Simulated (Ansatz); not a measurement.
Compare A (`CNB(C)O`) with its isomer B (`COB(C)N`).

Isolated molecules relaxed with PBE0-D4/def2-TZVP in Ansatz; ΔE leaves out vibrations. CCSD(T)/CBS adds triple-zeta CCSD(T) − MP2 to the extrapolated MP2 energy (def2 sets, frozen cores). DFT in def2-TZVPP. B3LYP here is the variant with VWN-RPA as its local correlation; programs differ in this. One conformer a species, not always the lowest.

**Question.** Which isomer does CCSD(T)/CBS put lower? Give the gap. (An estimate is asked.)

**Answer.** Ansatz gave: A, by 3.7 kcal/mol.

**Question.** Give E(B) − E(A) in kcal/mol with B3LYP, r2SCAN-D4, B2PLYP, CCSD/def2-TZVPP, PBE0-D4, CCSD(T)/def2-TZVPP, ωB97M-V. (Best estimate.)

**Answer.** The calculation gave: B3LYP 3.0, r2SCAN-D4 3.2, B2PLYP 3.3, CCSD/def2-TZVPP 3.5, PBE0-D4 3.8, CCSD(T)/def2-TZVPP 3.6, ωB97M-V 3.1. None reverses the order clearly.

Largest T1 diagnostic: 0.011.

In def2-TZVPP, CCSD(T) changes the Hartree–Fock value by +1.5 kcal/mol (the triples alone add +0.1 kcal/mol) and MP2 by +2.0 kcal/mol.
